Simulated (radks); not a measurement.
All-electron atom: La+ in [Xe] 5d2.

Calculated with a radial shooting solver on a logarithmic mesh with Libxc functionals: scalar-relativistic Kohn-Sham, PBE, spin-unpolarised, spherical densities, finite nucleus; Fermi nuclear charge, rms radius 4.855 fm.

Energy parts (hartree):
part                       energy
total                  -8492.6900
kinetic                 8982.4962
electron-nucleus      -20544.2186
Hartree                 3272.0845
exchange-correlation    -203.0521

Orbitals (lengths in bohr, moments of r in powers of bohr):
[
 {"orbital": "1s", "occ.": "2", "eigenvalue (hartree)": "-1424.114", "<r^2>": "0.0008538", "<r^4>": "1.918e-06", "<1/r>": "62.01"},
 {"orbital": "2s", "occ.": "2", "eigenvalue (hartree)": "-226.8228", "<r^2>": "0.01362", "<r^4>": "0.0003186", "<1/r>": "14.28"},
 {"orbital": "2p", "occ.": "6", "eigenvalue (hartree)": "-203.3163", "<r^2>": "0.01084", "<r^4>": "0.0002326", "<1/r>": "13.55"},
 {"orbital": "3s", "occ.": "2", "eigenvalue (hartree)": "-48.62208", "<r^2>": "0.09292", "<r^4>": "0.01308", "<1/r>": "5.171"},
 {"orbital": "3p", "occ.": "6", "eigenvalue (hartree)": "-41.11461", "<r^2>": "0.09296", "<r^4>": "0.01367", "<1/r>": "4.901"},
 {"orbital": "3d", "occ.": "10", "eigenvalue (hartree)": "-30.32567", "<r^2>": "0.07971", "<r^4>": "0.01146", "<1/r>": "4.647"},
 {"orbital": "4s", "occ.": "2", "eigenvalue (hartree)": "-9.92800", "<r^2>": "0.4827", "<r^4>": "0.3387", "<1/r>": "2.150"},
 {"orbital": "4p", "occ.": "6", "eigenvalue (hartree)": "-7.48649", "<r^2>": "0.5458", "<r^4>": "0.4456", "<1/r>": "1.984"},
 {"orbital": "4d", "occ.": "10", "eigenvalue (hartree)": "-3.95267", "<r^2>": "0.6829", "<r^4>": "0.7602", "<1/r>": "1.724"},
 {"orbital": "4f", "occ.": "0", "eigenvalue (hartree)": "-0.29793", "<r^2>": "1.918", "<r^4>": "11.44", "<1/r>": "1.135"},
 {"orbital": "5s", "occ.": "2", "eigenvalue (hartree)": "-1.56946", "<r^2>": "2.744", "<r^4>": "11.09", "<1/r>": "0.8461"},
 {"orbital": "5p", "occ.": "6", "eigenvalue (hartree)": "-0.96729", "<r^2>": "3.732", "<r^4>": "21.41", "<1/r>": "0.7197"},
 {"orbital": "5d", "occ.": "2", "eigenvalue (hartree)": "-0.26348", "<r^2>": "9.916", "<r^4>": "181.4", "<1/r>": "0.4498"},
 {"orbital": "6s", "occ.": "0", "eigenvalue (hartree)": "-0.27448", "<r^2>": "19.71", "<r^4>": "578.9", "<1/r>": "0.3010"},
 {"orbital": "6p", "occ.": "0", "eigenvalue (hartree)": "-0.17441", "<r^2>": "31.75", "<r^4>": "1506", "<1/r>": "0.2345"}
]

The highest occupied level is 5d at -7.170 eV. The configuration is held as typed, so some empty levels lie below it. The density falls to 0.001 e/bohr^3 at r = 4.41 bohr. Summed over all electrons, <r^2> = 60.42 bohr^2, which gives a Langevin (diamagnetic) susceptibility term of -47.9 x 10^-6 cm^3/mol. The electron density at the nucleus is 3.648e+05 e/bohr^3 (large components only). For comparison, the ionisation energy in NIST's Atomic Spectra Database is 11.185 eV (measured). In exact Kohn-Sham theory the highest level is minus the ionisation energy, but local and semilocal functionals leave it too shallow, through self-interaction and a potential that decays too fast; potentials with the right tail come closer.

Beside tabulated values, note that spin-unpolarised runs miss the spin-polarisation part of the exchange energy of open shells.
